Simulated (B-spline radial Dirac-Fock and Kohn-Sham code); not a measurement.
## The Lβ3 (L1-M3) line from Ar to Rb

Calculated with a B-spline atomic structure program, using relaxed Dirac-Fock hole states (ΔSCF) with Breit and QED corrections and a finite nucleus. Free neutral atoms. Electron correlation is not included.

The screening constant σ is defined by E = 0.1389·Ry·(Z − σ)², the hydrogen-like form of Moseley's law.

| Z | element | computed (eV) | tabulated (eV) | √E | σ |
| --- | --- | --- | --- | --- | --- |
| 18 | Ar | 312.3 | 310.5 | 17.67 | 5.14 |
| 19 | K | 362.4 | 359.3 | 19.04 | 5.15 |
| 20 | Ca | 416.3 | 412.4 | 20.40 | 5.16 |
| 21 | Sc | 471.2 | 468.1 | 21.71 | 5.21 |
| 22 | Ti | 529.2 | 529.1 | 23.00 | 5.27 |
| 23 | V | 590.3 | 590.4 | 24.30 | 5.33 |
| 24 | Cr | 652.6 | 652.1 | 25.55 | 5.42 |
| 25 | Mn | 722.1 | 720.4 | 26.87 | 5.45 |
| 26 | Fe | 792.9 | 792.1 | 28.16 | 5.52 |
| 27 | Co | 866.9 | 866.1 | 29.44 | 5.58 |
| 28 | Ni | 944.3 | 940.0 | 30.73 | 5.65 |
| 29 | Cu | 1023.2 | 1022.5 | 31.99 | 5.73 |
| 30 | Zn | 1109.3 | 1107.0 | 33.31 | 5.77 |
| 31 | Ga | 1199.5 | 1194.8 | 34.63 | 5.81 |
| 32 | Ge | 1293.8 | 1293.5 | 35.97 | 5.83 |
| 33 | As | 1392.5 | 1386.0 | 37.32 | 5.85 |
| 36 | Kr | ? | ? | ? | ? |
| 37 | Rb | 1829.6 | 1826.6 | 42.77 | 5.88 |

Q: Estimate the missing row, Kr.

A: Computed 1713.7 eV, tabulated 1706.5 eV, √E = 41.40, σ = 5.89.

Tabulated energies: xraylib 4.2 line table, elements in their standard states.
